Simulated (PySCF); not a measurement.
Arsenic: a sound run and one with changed settings

Sound run: As [Ar] 3d10 4s2 4p3, As⁺ [Ar] 3d10 4s2 4p2. All numbers are calculated (PySCF 2.14, the spin-free X2C one-electron Hamiltonian (Gaussian nucleus), in Sapporo-DKH3-DZP-2012). In the sound run the correlated levels freeze [Ar] 3d10. The sound run starts from symmetry-adapted Hartree-Fock orbitals and uses a fine grid where one is needed.

Changed run: basis STO-3G, all-electron and non-relativistic. This setting is unsound on purpose.

| species | method | sound run (hartree) | changed run (hartree) | converged |
| --- | --- | --- | --- | --- |
| As | UHF | -2258.96484 | -2209.26367 | yes |
| As | M06-L | -2260.57440 | -2210.55044 | yes |
| As | B3LYP | -2260.70788 | -2210.47114 | yes |
| As | MP2 | -2259.02163 | -2209.26367 | yes |
| As⁺ | UHF | -2258.61865 | -2209.00633 | yes |
| As⁺ | M06-L | -2260.22131 | -2210.26066 | yes |
| As⁺ | B3LYP | -2260.34630 | -2210.19878 | yes |
| As⁺ | MP2 | -2258.66146 | -2209.01391 | yes |
| As⁺ | CCSD(T) | -2258.67841 | -2209.01980 | yes |

Ionisation energy of As:

```csv
method,sound run (eV),changed run (eV)
UHF,9.420,7.003
M06-L,9.608,7.885
B3LYP,9.839,7.411
MP2,9.801,6.796
SCS-MP2,9.673,6.755
```

A minimal basis cannot let orbitals breathe on ionisation and holds almost no correlation. The Hamiltonian changed with the basis, so the totals do not compare.

For comparison, NIST gives 9.789 eV between the lowest levels.
